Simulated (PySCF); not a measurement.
C₇H₁₀Ge, SMILES Cc1ccc[c]([GeH3])c1, GFN2-xTB optimised geometry. Atoms within 1.6 Å of the plane z = 1.0 Å (x, y, z in Å): C1 (-2.22, -1.89, -0.02), C2 (-1.44, -0.61, 0.00), C3 (-2.10, 0.61, 0.00), C4 (-1.40, 1.80, 0.00), C5 (-0.01, 1.78, 0.00), C6 (0.67, 0.57, 0.00), Ge7 (2.62, 0.55, 0.01), C8 (-0.05, -0.61, 0.00), H10 (-1.57, -2.74, 0.20), H11 (-3.02, -1.87, 0.72), H12 (-3.19, 0.63, 0.00), H13 (-1.92, 2.74, 0.00), H14 (0.54, 2.71, 0.00), H15 (3.18, 1.16, 1.26), H16 (3.14, -0.85, -0.09), H18 (0.48, -1.55, 0.00).

Level of theory: PySCF with B3LYP/def2-SVP.

Map of the HOMO−1 amplitude (bohr^(-3/2)) on the plane z = 1.0 Å; orbital energy -7.03 eV, overall sign arbitrary:

```
|4444444444444444444444444|
|4444444444444444444444444|
|4444444444444444444444444|
|4444444444444444444444444|
|4444444444444444444444444|
|4444444444444444444444444|
|4444444333334444444444444|
|4444443311233444444444444|
|4444443200123455443334444|
|4444433100134565543234444|
|4444432101346776542234444|
|4444432113467886543334444|
|4444443234578986544444444|
|4444444445789976554444444|
|4444444456789865554444444|
|4444444455667665544444444|
|4444444445555555544444444|
|4444444444555554444444444|
|4444444444445444444444444|
|4444444444444444444444444|
|4444444444444444444444444|
|4444444444444444444444444|
|4444444444444444444444444|
|4444444444444444444444444|
|4444444444444444444444444|
```
Scale: ten equal steps from -0.085 (start of '0') to 0.091 (end of '9'), in the order '0123456789'; x runs from -5.50 to 5.50, y from -5.50 (bottom) to 5.50 (top).
